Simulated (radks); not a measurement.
Ionisation of the beryllium ion Be+, [He] 2s1, to [He] as the strength of local exchange is varied. All-electron calculation, scalar-relativistic Kohn-Sham, Slater X-alpha exchange (alpha = 2/3 is LDA exchange), no correlation, spin-unpolarised, spherical densities, finite nucleus; Fermi nuclear charge, rms radius 2.519 fm; without spin polarisation the odd electron is poorly described. Program: a radial shooting solver on a logarithmic mesh with Libxc functionals.

alpha = 0.567: E(Be+) (hartree) -13.60210; exchange (hartree) -1.76345; IE (eV) 16.097; -e of the level emptied (eV) 11.835 (2s); <r> of it (bohr) 2.392
alpha = 0.667: E(Be+) (hartree) -13.91520; exchange (hartree) -2.10227; IE (eV) 16.797; -e of the level emptied (eV) 12.593 (2s); <r> of it (bohr) 2.335
alpha = 0.67: E(Be+) (hartree) -13.92466; exchange (hartree) -2.11256; IE (eV) 16.819; -e of the level emptied (eV) 12.616 (2s); <r> of it (bohr) 2.334
alpha = 0.774: E(Be+) (hartree) -14.25484; exchange (hartree) -2.47404; IE (eV) 17.565; -e of the level emptied (eV) 13.431 (2s); <r> of it (bohr) 2.278
alpha = 0.782: E(Be+) (hartree) -14.28042; exchange (hartree) -2.50222; IE (eV) 17.623; -e of the level emptied (eV) 13.495 (2s); <r> of it (bohr) 2.274
alpha = 0.869: E(Be+) (hartree) -14.56038; exchange (hartree) -2.81210; IE (eV) 18.262; -e of the level emptied (eV) 14.198 (2s); <r> of it (bohr) 2.229
alpha = 0.96: E(Be+) (hartree) -14.85659; exchange (hartree) -3.14298; IE (eV) 18.943; -e of the level emptied (eV) 14.952 (2s); <r> of it (bohr) 2.185

NIST Atomic Spectra Database: 18.211 eV (measured). The Delta-SCF value meets it near alpha = 0.86. Spin polarisation and multiplet splitting are left out, so open shells lie too high by an amount that depends on their filling.
